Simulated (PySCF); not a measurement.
Radial density of Ba(54+) (barium, charge +54)

PW91, 1s2, closed-shell 1S. Calculation: PySCF 2.14, in an even-tempered Gaussian basis (15 s from 120 bohr⁻², ratio 2.2; 7 p from 190 bohr⁻², ratio 2.4; 4 d from 560 bohr⁻², ratio 2.4; 3 f from 840 bohr⁻², ratio 2.4; 3 g from 1300 bohr⁻², ratio 2.4); the non-relativistic Hamiltonian (point nucleus).

| r (bohr) | 4πr²ρ (e/bohr) |
| --- | --- |
| 0.000469 | 0.2899 |
| 0.000789 | 0.7914 |
| 0.00133 | 2.108 |
| 0.00223 | 5.389 |
| 0.00375 | 12.86 |
| 0.00631 | 27.31 |
| 0.0106 | 47.74 |
| 0.0179 | 60.16 |
| 0.0300 | 43.82 |
| 0.0505 | 12.73 |
| 0.0850 | 0.7911 |
| 0.143 | 0.003484 |

A non-relativistic calculation at this Z misses sizeable relativistic shifts.
